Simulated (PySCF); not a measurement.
Stepwise substitution at one centre (Ga F-SH). All species are isolated molecules in the gas phase. One relaxed conformer stands for each flexible species; it need not be the lowest. Strings in code marks are SMILES.

All values below come from PBE-D3(BJ)/def2-TZVP // CAM-B3LYP-D3(BJ)/def2-TZVP (PySCF 2.14.0). All candidates: neutral, multiplicity 1. Excitations are Tamm–Dancoff values on a coarser integration grid. The basis has no diffuse functions, so Rydberg states are missing or too high.

```
Property                Value
-------------------  --------
HOMO                 -6.45 eV
HOMO–LUMO gap         4.61 eV
T1 excitation (TDA)   4.46 eV
```

Task: Say which member has these values.
(A) `[F][Ga]([SH])[SH]` (S–Ga–S–H torsion -180°, S–Ga–S–H torsion -180°)
(B) `[F][Ga]([F])[F]`
(C) `[SH][Ga]([SH])[SH]`
(D) `[F][Ga]([F])[SH]` (F–Ga–S–H torsion 0°)

Result: C, `[SH][Ga]([SH])[SH]`. The others give `[F][Ga]([SH])[SH]` (S–Ga–S–H torsion -180°, S–Ga–S–H torsion -180°): -6.72 eV, 4.62 eV, 4.44 eV; `[F][Ga]([F])[SH]` (F–Ga–S–H torsion 0°): -7.34 eV, 4.75 eV, 4.51 eV; `[F][Ga]([F])[F]`: -9.66 eV, 6.31 eV, 6.12 eV
